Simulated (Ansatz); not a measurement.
The cluster Ca4Te4. Total charge 0; singlet. Geometry r2SCAN-D4/def2-SVP; atoms count from 1.

Cartesian coordinates in Å:
```
Ca -0.3507 0.5596 -2.5169
Ca 1.4253 1.9638 2.8124
Ca 0.7891 -2.1817 -1.1395
Ca -1.4384 0.1331 1.4360
Te -2.1637 -1.3870 -1.0041
Te 1.4383 -1.2935 -3.7980
Te -1.0731 1.5277 4.0271
Te 1.3733 0.6779 0.1830
```

In the def2 sets Te takes a core potential; there is no spin–orbit coupling. Another isomer (singlet) lies 2.51 eV lower at PBE0-D4/def2-TZVP; other spin states weren't run for this one.

(1) Estimate the Mulliken populations from the PBE0/def2-TZVP orbitals of Ansatz.

(2) And the Mayer bond orders between heavy atoms (over 0.3)?

Results:

(1) 
```json
{"atom": "Ca1", "charge (e)": "0.74"}
{"atom": "Ca2", "charge (e)": "0.81"}
{"atom": "Ca3", "charge (e)": "0.74"}
{"atom": "Ca4", "charge (e)": "0.85"}
{"atom": "Te5", "charge (e)": "-0.80"}
{"atom": "Te6", "charge (e)": "-0.80"}
{"atom": "Te7", "charge (e)": "-0.81"}
{"atom": "Te8", "charge (e)": "-0.74"}
```
Mulliken values depend strongly on the basis.

(2) Ca1–Te5 0.59 (3.06 Å); Ca1–Te6 0.99 (2.88 Å); Ca1–Te8 0.40 (3.21 Å); Ca2–Te7 1.14 (2.81 Å); Ca2–Te8 0.74 (2.93 Å); Ca3–Te5 0.59 (3.06 Å); Ca3–Te6 0.99 (2.88 Å); Ca3–Te8 0.40 (3.20 Å); Ca4–Te5 0.71 (2.96 Å); Ca4–Te7 0.77 (2.97 Å); Ca4–Te8 0.34 (3.13 Å).
